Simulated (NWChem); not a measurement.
C$_{4}$H$_{4}$OS; SMILES C1=COC=CS1

### Question
Give the equilibrium geometry at PBE0/def2-SVP (NWChem) as a Z-matrix, with the point group.

### Answer
point group Cs; any orientation.
```
C
C 1 1.3332
O 1 1.3665 2 126.09
C 3 1.3665 1 117.54 2 -20.31
C 4 1.3332 3 126.09 1 20.31
H 2 1.0912 1 119.88 3 177.77
H 5 1.0912 4 119.88 3 -177.77
H 1 1.0921 2 122.30 6 -0.71
H 4 1.0921 5 122.30 7 0.71
S 5 1.7686 7 115.95 4 -178.79
```
